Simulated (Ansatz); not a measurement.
## Ligand exchange: GaH(CH3)2 + B(CH3)(NH2)2 → Ga(CH3)2(NH2) + BH(CH3)(NH2)

Species: GaH(CH3)2, singlet; B(CH3)(NH2)2, singlet; Ga(CH3)2(NH2), singlet; BH(CH3)(NH2), singlet. The partners trade H for NH2: Ga–H and B–NH2 bonds give way to Ga–NH2 and B–H.

Shapes, held fixed at every level: PBE0-D4/def2-TZVP. Programs: Ansatz 0.2.0. Electronic energies: no zero-point or thermal term.

Task: Estimate ΔE of this reaction.

Result: The highest level, CCSD(T)/def2-TZVPP, gives ΔE = +25.0 kJ/mol; the levels span +23.6 to +38.0. The column of differences is taken from that level and isn't an error. No measured value is set beside it here. Relativity is left out for Ga unless named. Correlated rows may include outer-core shells of Ga, which these sets cover unevenly.

```csv
level,kind,ΔE (kJ/mol),less CCSD(T)/def2-TZVPP
SPW92/def2-TZVPP,LDA,+38.0,+13.0
r2SCAN-D4/def2-TZVPP,meta-GGA,+31.7,+6.7
PBE0-D4/def2-TZVPP,global hybrid,+34.7,+9.7
B2PLYP/def2-TZVPP,double hybrid,+27.4,+2.4
MP2/def2-SVP,perturbation theory,+28.6,+3.6
MP2/def2-TZVPP,perturbation theory,+23.6,-1.4
CCSD/def2-SVP,coupled cluster or CI,+30.3,+5.3
CCSD(T)/def2-TZVPP,coupled cluster or CI,+25.0,0.0
```
